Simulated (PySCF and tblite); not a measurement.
C₆H₁₃NO, numbered as in [CH3:1][C:2](=[O:3])[NH:4][C:5]([CH3:6])([CH3:7])[CH3:8].

The ensemble was built from 90 distance-geometry starts (ETKDG and KDG, MMFF94s, GFN2-xTB) and rests on PBE0-D3(BJ)/def2-SVP geometries. Energies: PBE0-D3(BJ)/def2-SVPD (IEF-PCM, chloroform), with GFN2-xTB thermal terms (modes under about 100 cm⁻¹ blended into free rotors). Symmetry numbers and mirror images are counted. Conformers within 3 kcal/mol (GFN2-xTB free energy) were kept, 8 at most. GIAO shieldings: PBE0/pcSseg-1 (IEF-PCM, chloroform). Shifts are against TMS (¹H), TMS (¹³C), NH3 (¹⁵N) at the same level. Run with PySCF (density fitting) and tblite.

Torsions listed: O3–C2–N4–C5, C2–N4–C5–C6.

```tsv
conformer	shape	weight %	dipole D
1	1°, -62°	100.0	4.75
```

Task: How do the computed shifts compare with measured ones?

Result: 
```
nucleus    signal  leading conformer  average  measured                                          medium
     ¹H  H6/H7/H8               1.32     1.32      1.28  not stated per compound (mostly CDCl3 or CCl4)
    ¹³C        C5               50.8     50.8      49.9  not stated per compound (mostly CDCl3 or CCl4)
    ¹³C  C6/C7/C8               29.3     29.3      28.6  not stated per compound (mostly CDCl3 or CCl4)
```

Measured values: Pretsch, Buehlmann, Badertscher, Structure Determination of Organic Compounds, 4th ed. (2009). Mean difference for ¹³C: 0.80 ppm, scatter 0.10 ppm. The computed shifts are unscaled and lack vibrational corrections.


¹⁵N shifts are against a computed isolated NH3 molecule, about 20 ppm from the liquid.